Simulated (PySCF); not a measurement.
**How methods differ on the excitation energy of Ag²⁺**

Ag²⁺ [Kr] 4d9 (2D) → Ag²⁺ [Kr] 4d8 5s1, s spin flipped, as a difference of total energies. Calculation: PySCF 2.14, in ANO-RCC-VTZP (7s6p4d2f1g, 68 functions); scalar relativity by spin-free X2C-1e. Correlated levels: valence: [Kr] frozen; valence and next inner shell: [Ar] 3d10 frozen. The calculations carry no spin-orbit coupling.

```
                                method  excitation energy (cm⁻¹)
                                   UHF                     66421
                                   LDA                     70132
                                   PBE                     69382
                                  PBE0                     70334
                                r2SCAN                     68695
                                  MN15                     74043
                                 wB97X                     72147
                                  BLYP                     67121
                         MP2 (valence)                     71683
                     SCS-MP2 (valence)                     71083
    MP2 (valence and next inner shell)                     71069
SCS-MP2 (valence and next inner shell)                     70408
```

The upper determinant mixes two multiplicities, so it lies between the two terms.

The basis was made for the ground configuration and has no added diffuse functions, so the excitation energy can come out too high.
